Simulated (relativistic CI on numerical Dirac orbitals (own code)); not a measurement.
**L2,3 absorption of copper in several valence states**

Computed multiplet spectra 2p⁶3dⁿ → 2p⁵3dⁿ⁺¹ (Dirac-Coulomb-Breit ions, Slater integrals scaled by 0.8, an assumed crystal field that grows with the charge, no charge transfer; 300 K; Lorentzian 0.4 eV and Gaussian 0.3 eV FWHM at both edges, so that L2 comes out sharper than in experiment). Peaks over 5 % are given in eV from the highest peak in the L3 region of each spectrum (height, largest 100). S of the lowest state is read from ⟨S²⟩, and the branching ratio is the share of L3, cut at the minimum between the edges.

Field parameters in Wybourne normalisation: Oh B⁴₀ = 21Dq, B⁴₄ = √(5/14) B⁴₀. The field is a parameter set, without covalency.

- Cu2+ (d9, Oh, 10Dq = 12050 cm⁻¹): S = 0.50, branching ratio 0.74; peaks 0.0 (100), 20.1 (35)
- Cu3+ (d8, Oh, 10Dq = 15550 cm⁻¹): S = 1.00, branching ratio 0.74; peaks 0.0 (100), 1.6 (8), 2.5 (25), 20.3 (24), 21.7 (24)

Q: What spin state follows for Cu4+ in Oh, 10Dq = 19050 cm⁻¹, and does its branching ratio lie nearer 2/3 or nearer 0.8?

A: Cu4+ (d7, Oh, 10Dq = 19050 cm⁻¹): S = 1.50, high spin, branching ratio 0.83; peaks -4.8 (67), -2.5 (73), -1.7 (77), 0.0 (100), 1.7 (15), 2.6 (9), 3.4 (6), 18.8 (20), 19.8 (20), 20.7 (24), 22.3 (5). High-spin states, above all those with an unquenched orbital moment, raise the ratio above the statistical 2/3; low spin and nearly empty shells keep it near or below 2/3.

The centroid of the whole edge, which also moves with the branching ratio, lies at 937.3 (Cu2+), 940.9 (Cu3+), 941.8 (Cu4+) eV in this ionic model, in steps of 0.9 to 3.6 eV. Compounds show about 1 to 2 eV a unit and lower energies for the high valences, since ligands screen the charge. The multiplet shape follows the d count and the spin state, and so serves as a fingerprint of valence. Real compounds of Cu4+ are mostly low spin, since covalency shrinks the Slater integrals more than this scale does.
